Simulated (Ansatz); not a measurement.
`C[Si](C)(C)O` + `Cl[Si](Cl)(Cl)[SeH]` → `C[Si](C)(C)[Se][Si](Cl)(Cl)Cl` + H₂O  (ligand exchange at the Si–O bond)

Computed with Ansatz on PBE0-D4/def2-TZVP structures; ΔE is electronic, products minus reactants. CCSD(T)/CBS adds triple-zeta CCSD(T) − MP2 to the extrapolated MP2 energy (def2 sets, frozen cores). This one scheme is used for every species. DFT in def2-TZVPP. For Se outer-core shells are correlated without core-valence functions, which leaves a few kJ/mol of doubt a bond. Scalar relativity is left out up to krypton. One conformer a species, not always the lowest.

`C[Si](C)(C)O`:

Cartesian coordinates in Å:
```
C -0.803 0.232 -1.562
Si -0.091 -0.271 0.093
C 1.769 -0.084 0.048
C -0.829 0.740 1.471
O -0.506 -1.839 0.447
H -0.396 -0.376 -2.375
H -0.571 1.277 -1.787
H -1.890 0.119 -1.571
H 2.215 -0.697 -0.741
H 2.216 -0.385 0.999
H 2.054 0.954 -0.144
H -0.615 1.803 1.337
H -0.425 0.432 2.438
H -1.915 0.615 1.505
H -0.212 -2.520 -0.157
```

`Cl[Si](Cl)(Cl)[SeH]`:

```xyz
6

Cl   -1.247    1.430   -0.975
Si   -0.077    0.352    0.292
Cl    1.084    1.616    1.378
Cl   -1.321   -0.661    1.541
Se    1.339   -1.011   -0.800
H     0.223   -1.726   -1.437
```

`C[Si](C)(C)[Se][Si](Cl)(Cl)Cl`:

Cartesian coordinates in Å:
```
C -0.062 1.756 -1.004
Si 0.587 0.274 -0.080
C 2.386 0.499 0.367
C 0.321 -1.305 -1.032
Se -0.430 0.192 2.015
Si -2.344 -0.835 1.524
Cl -3.596 -0.602 3.111
Cl -3.276 -0.086 -0.136
Cl -2.126 -2.840 1.203
H 0.458 1.854 -1.962
H -1.131 1.662 -1.203
H 0.100 2.672 -0.432
H 2.981 0.617 -0.544
H 2.768 -0.364 0.916
H 2.535 1.389 0.982
H 0.919 -1.266 -1.949
H 0.635 -2.177 -0.456
H -0.723 -1.441 -1.319
```

H₂O:

```xyz
3

O     0.307    0.206   -0.122
H     0.047   -0.675   -0.400
H    -0.353    0.469    0.522
```

```tsv
level	ΔE (kJ/mol)
PBE0	18.5
CCSD(T)/def2-SVP	9.5
```

Question: What does CCSD(T)/CBS give? (Best estimate.)

Answer: Computed: +6.5 kJ/mol. The listed levels differ from it by 12.0, 3.0 kJ/mol.

Largest T1 diagnostic among the species: 0.010.

In def2-TZVPP, CCSD(T) changes the Hartree–Fock value by −33.9 kJ/mol (the triples alone add −6.6 kJ/mol) and MP2 by −45.1 kJ/mol. Leaving LDA and LC-ωPBE aside and taking each functional with its dispersion term where it has one, the values, not all of them listed here, spread over 28.6 kJ/mol, from revPBE-D4 to B2PLYP. LDA lies −6.3 kJ/mol from PBE without D4.
